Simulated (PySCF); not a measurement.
These are M06-2X/def2-TZVP in PySCF values and carry that method's errors. All species are isolated molecules in the gas phase. One relaxed conformer stands for a flexible species; it need not be the lowest. 

Reference species (SMILES): `B` (neutral, multiplicity 1).

- HOMO = -11.26 eV
- LUMO = -1.00 eV
- HOMO–LUMO gap = 10.26 eV

Changed species: `BOC(C)=O` (B–O–C–O torsion 24°) (X = acetoxy; the reference has X = H).

Task: What does the change do to the HOMO, LUMO and HOMO–LUMO gap?

Result: the HOMO goes up by 1.21 eV, to -10.05 eV; the LUMO rises by 0.71 eV, to -0.29 eV; the HOMO–LUMO gap drops by 0.50 eV, to 9.76 eV.
